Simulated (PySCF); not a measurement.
C₂H₁₀SSi₂.
Numbering: `[CH3:1][C@H:2]([SiH3:3])[SiH2:4][SH:5]` (hydrogens: H6, H7, H8 on C1; H9 on C2; H10, H11, H12 on Si3; H13, H14 on Si4; H15 on S5)

Structure used (GFN2-xTB), in Å, numbered top down from 1:
```xyz
15
C2H10SSi2 angstrom
C     -0.7865   -1.2969   -0.6547
C     -0.6286   -0.0942    0.2793
Si    -0.6351    1.5397   -0.7091
Si     0.8739   -0.3170    1.4277
S      2.6741   -0.5732    0.2770
H     -1.6764   -1.1953   -1.2743
H      0.0737   -1.3878   -1.3156
H     -0.8736   -2.2251   -0.0910
H     -1.5042   -0.0640    0.9362
H     -1.8915    1.6351   -1.4537
H      0.4888    1.5571   -1.6510
H     -0.5090    2.6617    0.2221
H      0.8130   -1.5644    2.1797
H      1.0552    0.8405    2.3005
H      2.5217    0.4918   -0.4949
```

Theory: TDDFT CAM-B3LYP/def2-SVPD, vertical, gas phase, core orbitals frozen in the response in PySCF 2.14.0, density-fitted response routines.

Ground-to-excited transition dipoles (e·a0, same axes as the geometry; the sign carries no meaning), for the states with f of 0.002 or more among the lowest 7:

| state | E (hartree) | μx | μy | μz |
| --- | --- | --- | --- | --- |
| S1 | 0.2247 | 0.162 | 0.203 | 0.217 |
| S2 | 0.2360 | -0.108 | -0.165 | -0.236 |
| S3 | 0.2570 | 0.273 | -0.043 | 0.002 |
| S4 | 0.2715 | -0.350 | 0.089 | -0.118 |
| S5 | 0.2798 | 0.099 | 0.100 | 0.252 |
| S6 | 0.2817 | -0.214 | 0.102 | 0.214 |
| S7 | 0.2870 | 0.267 | -0.034 | -0.215 |

(1) What oscillator strength does each state have?

(2) Which bond between heavy atoms lies closest to the direction of the S4 transition dipole?

(3) What angle do the transition dipoles of S5 and S7 make?

Results:

(1) f = (2/3) ΔE |μ|² with ΔE in hartree (27.2114 eV).

```json
{"state": "S1", "|μ|² (au)": "0.115", "|μ| (D)": "0.86", "f": "0.017"}
{"state": "S2", "|μ|² (au)": "0.094", "|μ| (D)": "0.78", "f": "0.015"}
{"state": "S3", "|μ|² (au)": "0.076", "|μ| (D)": "0.70", "f": "0.013"}
{"state": "S4", "|μ|² (au)": "0.144", "|μ| (D)": "0.97", "f": "0.026"}
{"state": "S5", "|μ|² (au)": "0.083", "|μ| (D)": "0.73", "f": "0.016"}
{"state": "S6", "|μ|² (au)": "0.102", "|μ| (D)": "0.81", "f": "0.019"}
{"state": "S7", "|μ|² (au)": "0.119", "|μ| (D)": "0.88", "f": "0.023"}
```

(2) C2–Si4, at 20° from it; next Si4–S5 at 51°.

(3) |cos θ| = |μa·μb| / (|μa| |μb|) = 0.31, so θ ≈ 72° (taken between 0 and 90°, since the signs are arbitrary).

Time: 62 s of wall time; peak memory 0.89 GiB. Hardware: an Arm Neoverse N1 with one thread, shared host with 64 logical CPUs at a one-minute load of 61.

One conformer stands for the species.

Without π bonds the low states may be Rydberg-like; a valence basis with one diffuse set may place them up to an eV too high.
